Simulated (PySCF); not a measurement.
**Radial density of Fe (iron, neutral)**

BHandHLYP, [Ar] 3d6 4s1 4p1, one real determinant (an excited configuration). Computed with PySCF 2.14 in x2c-TZVPPall with one added diffuse shell each of s, p, d, f type (7s6p5d3f1g, 80 functions), with the spin-free X2C one-electron Hamiltonian (Gaussian nucleus).

```csv
r (bohr),4πr²ρ (e/bohr),4πr²(ρα − ρβ)
0.00101,0.2087,0.0001
0.00170,0.5287,0.0002
0.00286,1.325,0.0006
0.00481,3.206,0.0014
0.00809,7.271,0.0031
0.0136,14.77,0.0061
0.0229,25.02,0.0097
0.0385,31.39,0.0106
0.0647,27.01,0.0117
0.109,25.76,0.0573
0.183,34.96,0.2814
0.308,20.90,1.1884
0.518,14.04,3.2128
0.871,14.58,3.4326
1.47,4.020,1.6081
2.47,1.083,0.8825
4.15,0.3850,0.3749
6.98,0.04425,0.0441
11.7,0.0005424,0.0005
```

Densities and radii are taken from the X2C orbitals without a picture-change correction, which distorts them close to the nucleus.

⟨L²⟩ = 8.03 against 12 for a pure F term, so this real determinant mixes terms.
